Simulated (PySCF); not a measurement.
PySCF 2.14 output of an unrestricted wB97X calculation on a single atom or ion in x2c-QZVPPall (11s7p6d4f2g, 108 functions), with the spin-free X2C one-electron Hamiltonian (Gaussian nucleus):

```
SCF conv_tol = 1e-09
number electrons alpha = 16  beta = 13
    J.-D. Chai and M. Head-Gordon.,  J. Chem. Phys. 128, 084106 (2008)
cycle= 1 E= -1654.66358632272  delta_E= -0.02  |g|= 0.124  |ddm|= 0.175
cycle= 2 E= -1654.6620889709  delta_E= 0.0015  |g|= 0.183  |ddm|= 0.142
cycle= 3 E= -1654.66635099881  delta_E= -0.00426  |g|= 0.00663  |ddm|= 0.0397
cycle= 4 E= -1654.66641002504  delta_E= -5.9e-05  |g|= 0.00466  |ddm|= 0.0219
cycle= 5 E= -1654.66642396388  delta_E= -1.39e-05  |g|= 0.000497  |ddm|= 0.0125
cycle= 6 E= -1654.66642433389  delta_E= -3.7e-07  |g|= 0.000112  |ddm|= 0.00117
cycle= 7 E= -1654.666424352  delta_E= -1.81e-08  |g|= 2.1e-05  |ddm|= 0.000463
cycle= 8 E= -1654.66642435253  delta_E= -5.34e-10  |g|= 2.16e-06  |ddm|= 7.96e-05
converged SCF energy = -1654.66642435253  <S^2> = 3.7506549  2S+1 = 4.0003274
```

The run itself started from symmetry-adapted Hartree-Fock orbitals and held the occupation by maximum overlap, on a logarithmic radial grid, so the iterations belong to that start.

Q: Which element, charge and spin multiplicity is this?

A: Cu (copper, neutral), multiplicity 4; the state was [Ar] 3d9 4s1 4p1, one real determinant (an excited configuration).

⟨L²⟩ = 8.03 against 12 for a pure F term, so this real determinant mixes terms.
